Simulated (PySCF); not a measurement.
An unknown is described by computed data only.

Formula: C5H4F2O.

| Quantity | Value |
| --- | --- |
| UV, strongest line | among the 8 lowest singlet transitions: S7 at 8.10 eV (153 nm, f = 0.372) [TDDFT CAM-B3LYP/def2-SVPD] |
| 1H NMR | chemical shifts (computed TMS as zero) by class: 7.53 (1 H), 7.27 (1 H), 6.96 (1 H), 6.88 (1 H) ppm [GIAO PBE0/pcSseg-1] |
| Rotational structure | rotational constants A, B, C: 4.893, 1.361, 1.310 GHz [GFN2-xTB] |
| Triplet | lowest triplet excitation (Tamm–Dancoff): 3.87 eV [TDA CAM-B3LYP/def2-SVPD] |
| 13C NMR | chemical shifts (computed TMS as zero) by class: 157.0 (1 C), 147.6 (1 C), 118.8 (1 C), 118.6 (1 C), 115.9 (1 C) ppm [GIAO PBE0/pcSseg-1] |
| Dipole | 2.52 D [CAM-B3LYP/def2-SVPD] |
| UV, first state | lowest singlet excitation: 6.08 eV (204 nm, f = 0.244) [TDDFT CAM-B3LYP/def2-SVPD] |
| NMR, other nuclei | isotropic shieldings of nuclei other than C and H, by class: 31 (1 O), 293 (2 F) ppm [GIAO PBE0/pcSseg-1] |
| Polarisability | 60.5 au [CAM-B3LYP/def2-SVPD] |

Electronic properties: PySCF, gas phase, density fitting. Levels stand in brackets. One conformer (not necessarily the lowest) at the GFN2-xTB geometry, without solvent, vibrations or thermal averaging. NMR classes are plain means over equivalent atoms (diastereotopic ones count apart unless rotation or inversion swaps them), as if these changed places fast.

Problem. What is the compound? Reason from the data.

Solution. Numbering: `[F:1][CH:2]([F:3])[c:4]1[cH:5][cH:6][cH:7][o:8]1`. Its formula, C5H4F2O, gives 3 degrees of unsaturation: 1 ring and 2 π bonds in the structure found (Kekulé form). 5 carbons fall into 5 classes; from least to most shielded: substituted aromatic carbon [C4] (157.0 ppm), aromatic CH next to a ring oxygen [C7] (147.6 ppm), aromatic CH carbon [C6] (118.8 ppm), aromatic CH carbon [C5] (118.6 ppm), CHF2 carbon [C2] (115.9 ppm). Hydrogen classes from least to most shielded: 1 H on an aromatic CH next to a ring oxygen, C7 (7.53 ppm), 1 H on an aromatic CH carbon, C5 (7.27 ppm), 1 H on a CHF2 carbon, C2 (6.96 ppm), 1 H on an aromatic CH carbon, C6 (6.88 ppm). The other shieldings belong to: 31 ppm, furan-type oxygen [O8]; 293 ppm, fluorine of a CF2 group [F1/F3]. The optimised geometry has point group Cs and is an asymmetric top. Structure: `FC(F)c1ccco1`. Computed isomers that give other values at the same levels: `FC1=COC(F)=CC1` (13C chemical shifts (computed TMS as zero) by class: 167.2 (1 C), 158.0 (1 C), 134.0 (1 C), 77.0 (1 C), 28.4 (1 C) ppm); `C=C/C(=C\F)C(=O)F` (13C chemical shifts (computed TMS as zero) by class: 175.6 (1 C), 161.9 (1 C), 130.5 (1 C), 128.8 (1 C), 117.6 (1 C) ppm); `CO/C(F)=C1C=C\1F` (13C chemical shifts (computed TMS as zero) by class: 161.2 (1 C), 152.6 (1 C), 92.7 (1 C), 91.7 (1 C), 59.5 (1 C) ppm). The assignments are read from this structure; whether some other isomer fits the data as well wasn't checked.

Conformer computed: `[F:1][CH:2]([F:3])[c:4]1[cH:5][cH:6][cH:7][o:8]1`: F1–C2–C4–C5 59°.
